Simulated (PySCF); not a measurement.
DMAc (C4H9NO), SMILES CC(=O)N(C)C.

Geometry optimised at B3LYP-D3(BJ)/def2-SVP.

The numbers are results of B3LYP/def2-TZVP in PySCF, not measurements.

**Question.** Estimate the frontier levels, gap, dipole moment and polarisability. (The exact figures need the calculation; the answer reports its results.)

**Answer.** 
- highest occupied level = -6.71 eV
- lowest empty level = 0.50 eV
- orbital gap = 7.21 eV
- dipole moment = 3.79 D
- quadrupole, principal values (traceless, Buckingham form, about the centre of nuclear charge) = -7.26, 0.95, 6.31 D·Å
- mean static polarisability = 61.6 bohr³ (9.13 Å³)
- polarisability, principal values = 47.6, 64.1, 73.3 bohr³
